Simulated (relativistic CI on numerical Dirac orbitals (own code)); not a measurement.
**W5+: resonant inelastic scattering at the O2,3 edge**

Computed with this model: Dirac-Coulomb-Breit CI, separate exchange-only KLI orbitals for each configuration, a model potential for QED, valence Slater integrals scaled by 0.7, Kramers-Heisenberg scattering through one core-hole configuration in a parametric crystal field; configurations [Xe] 4f14 5d → [Kr] 4d10 4f14 5s2 5p5 5d2; 10 K; core-hole width 1 eV; summed over polarisations. Incident energies are the highest absorption maxima for each field (at most a few, so the weaker spin-orbit partner edge can be absent), on the computed scale of the free ion. Intensities are in per cent of the strongest line above 0.02 eV; levels within 1 cm⁻¹ are merged; final levels count from the ground level, the first row holds all elastic scattering, lines under 0.4 are left out and each table stops after 24 rows. The scale of the Slater integrals is a model choice and moves the terms in proportion.

Field parameters in Wybourne normalisation: D4h B²₀ = −7Ds, B⁴₀ = 21(Dq − Dt), B⁴₄ = 21√(5/14) Dq; Td as Oh with Dq negative (B⁴₀ = 21Dq, B⁴₄ = √(5/14) B⁴₀). The field is a parameter set, without covalency.

S is read from ⟨S²⟩ = S(S + 1).

Td, 10Dq = -14650 cm⁻¹:

| Final level (eV) | Degeneracy | Irrep | S | 45.4 eV | 52 eV | 55.5 eV |
| --- | --- | --- | --- | --- | --- | --- |
| 0.000 | 4 | Γ8 | 0.50 | 236.2 | 77.4 | 829.2 |
| 1.889 | 4 | Γ8 | 0.50 | 10.6 | 29.5 | 100.0 |
| 2.351 | 2 | Γ7 | 0.50 | 17.5 | 0.8 | 3.3 |

D4h, 10Dq = 31100, Ds = -720, Dt = -700 cm⁻¹:

| Final level (eV) | Degeneracy | Irrep | S | 46 eV | 49.6 eV | 56.7 eV |
| --- | --- | --- | --- | --- | --- | --- |
| 0.000 | 2 | Γ6 | 0.50 | 80.6 | 101.3 | 319.1 |
| 0.091 | 2 | Γ7 | 0.50 | 7.3 | 16.9 | 100.0 |
| 0.710 | 2 | Γ7 | 0.50 | 3.4 | 1.6 | 19.8 |
| 4.326 | 2 | Γ7 | 0.50 | 3.5 | 6.0 | 46.5 |
| 5.106 | 2 | Γ6 | 0.50 | 5.1 | 3.7 | 33.2 |

Td, 10Dq = -11200 cm⁻¹:

```
Final level (eV)  Degeneracy  Irrep     S  45.1 eV  51.7 eV  55.4 eV
           0.000           4     Γ8  0.50    190.8     70.9    524.8
           1.539           4     Γ8  0.50      9.0     20.3    100.0
           1.962           2     Γ7  0.50     14.2      0.5      5.2
```

For the first field the strongest loss at the lowest incident energy is the level at 2.35 eV (S = 0.50, against 0.50 in the thermal ground state).
